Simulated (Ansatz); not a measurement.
Geometry optimisation, RKS B3LYP/def2-SVP (Ansatz).

The input (input.yaml):

```yaml
crystal:
  periodic: [false, false, false]
  atoms:
    - { symbol: C, position_ang: [0.52078, 1.27686, -0.0071] }
    - { symbol: S, position_ang: [-0.31469, 0.18524, 1.16922] }
    - { symbol: C, position_ang: [0.99196, -0.11437, 2.35661] }
    - { symbol: Na, position_ang: [1.81696, 1.99767, 3.02635] }
    - { symbol: H, position_ang: [0.76753, 2.19354, 0.51943] }
    - { symbol: H, position_ang: [-0.15189, 1.49487, -0.83425] }
    - { symbol: H, position_ang: [1.43748, 0.7987, -0.38057] }
    - { symbol: H, position_ang: [1.62384, -0.90602, 1.93704] }
    - { symbol: H, position_ang: [0.46381, -0.55623, 3.20714] }
basis:
  gaussian: { orbitals: def2-SVP }
hamiltonian:
  xc: b3lyp
relax:
  f_tol: 0.015
  max_steps: 40
output:
  orbitals: {}
```

Launched with:

```bash
$ ansatz run input.yaml --threads 1 --pin off --max-ram 2048MiB --backend cpu --events-out ev --progress --plain --runs-dir out
```

Task: Where does it end, and by what steps?

Result: The forces met the threshold. After 7 steps the energy has fallen by 0.070 eV; H8 moved furthest, 0.17 Å.

| step | energy less start (eV) | largest force component (eV/Å) | accepted |
| --- | --- | --- | --- |
| 0 | 0.0000 | 0.810 | yes |
| 1 | -0.0636 | 0.252 | yes |
| 2 | -0.0680 | 0.099 | yes |
| 3 | -0.0693 | 0.048 | yes |
| 4 | -0.0699 | 0.032 | yes |
| 5 | -0.0702 | 0.022 | yes |
| 6 | -0.0704 | 0.022 | yes |
| 7 | -0.0704 | 0.012 | yes |

```xyz
9
Properties=species:S:1:pos:R:3
C 0.515 1.306 0.000
S -0.287 0.101 1.104
C 0.970 -0.170 2.383
Na 1.863 1.922 2.891
H 0.726 2.272 0.509
H -0.171 1.512 -0.837
H 1.459 0.915 -0.414
H 1.663 -0.976 2.084
H 0.417 -0.513 3.275
```

Whether the end is a true minimum wasn't checked by a vibrational analysis.

Time of the run: 37 s on 1 thread of Arm Neoverse V1, with other jobs on the host, peak memory 0.17 GiB.
